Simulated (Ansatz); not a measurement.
`BSBS` + H₂ → `BS` + `BS` at 500 K and 1 bar (hydrogenolysis of a B–S bond).

Isolated molecules relaxed with PBE0-D4/def2-TZVP in Ansatz; ΔE leaves out vibrations. CCSD(T)/CBS adds triple-zeta CCSD(T) − MP2 to the extrapolated MP2 energy (def2 sets, frozen cores). This one scheme is used for every species. Each species was taken in one conformer, which may not be the lowest.

| species | CCSD(T)/CBS energy (Eh) | H − E (kJ/mol) | S (J/(mol·K)) |
| --- | --- | --- | --- |
| `BSBS` | -847.60163 | 159.2 | 372.6 |
| H₂ | -1.17544 | 41.0 | 145.5 |
| `BS` | -424.38198 | 102.0 | 273.9 |
| `BS` | -424.38198 | 102.0 | 273.9 |

H − E and S are ideal-gas, rigid-rotor, harmonic terms from PBE0-D4/def2-TZVP, for one conformer and one mirror image of each species. The MP2-based limit puts H₂ 0.8 mEh under its directly extrapolated value; such offsets cancel only in part. 1 Eh = 2625.50 kJ/mol, R = 8.31446 J/(mol·K).

Problem. By hand: ΔE, ΔH, ΔS and ΔG.

Solution. ΔE = (-424.38198) + (-424.38198) − (-847.60163) − (-1.17544) = 0.01311 Eh = 34.4 kJ/mol. Δ(H − E) = 102.0 + 102.0 − 159.2 − 41.0 = 3.8, so ΔH = 38.2 kJ/mol. ΔS = 273.9 + 273.9 − 372.6 − 145.5 = 29.7 J/(mol·K). ΔG = 38.2 − 500 × (29.7)/1000 = 23.4 kJ/mol.

Problem. By hand: the equilibrium constant, and the temperature at which ΔG would vanish if ΔH and ΔS stayed fixed.

Solution. log₁₀ K = −ΔG/(RT ln 10) = -2.4. ΔG = 0 at ΔH/ΔS = 1286 K.

TΔS isn't small against ΔH here. A doubt of 5 kJ/mol in ΔE shifts log₁₀ K by 0.5 here. Other conformers and mirror images would add mixing entropy, several J/(mol·K) or more a flexible species. These are equilibria of isolated gas molecules and say nothing of rates. Largest T1 diagnostic: 0.015 (customary marks: 0.02 for closed shells, 0.045 for open ones).
